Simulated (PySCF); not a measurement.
B3LYP has the VWN-RPA correlation part, as in Gaussian. 

```xyz
11

C     -2.0232    -0.0658    -0.0665
C     -0.7527    -0.1453    -0.4503
C      0.4085     0.1357     0.4187
C      1.7001     0.6722    -0.1570
C      1.7321    -0.5623     0.1991
H     -2.8367    -0.2819    -0.7460
H     -2.2912     0.2213     0.9442
H     -0.5158    -0.4344    -1.4715
H      0.1388     0.4221     1.4355
H      2.1806     1.5337    -0.5855
H      2.2595    -1.4953     0.2883
```

Charge 0, multiplicity 1.

### Question
Give the Mulliken and meta-Löwdin atomic charges from B3LYP-D3(BJ)/def2-TZVP (PySCF 2.14.0).

### Answer

| atom | Mulliken (e) | meta-Löwdin (e) |
|---|---|---|
| C1 | -0.28 | -0.28 |
| C2 | -0.09 | -0.10 |
| C3 | -0.08 | -0.08 |
| C4 | -0.12 | -0.13 |
| C5 | -0.12 | -0.13 |
| H6 | 0.11 | 0.12 |
| H7 | 0.10 | 0.11 |
| H8 | 0.10 | 0.11 |
| H9 | 0.08 | 0.09 |
| H10 | 0.15 | 0.14 |
| H11 | 0.15 | 0.14 |
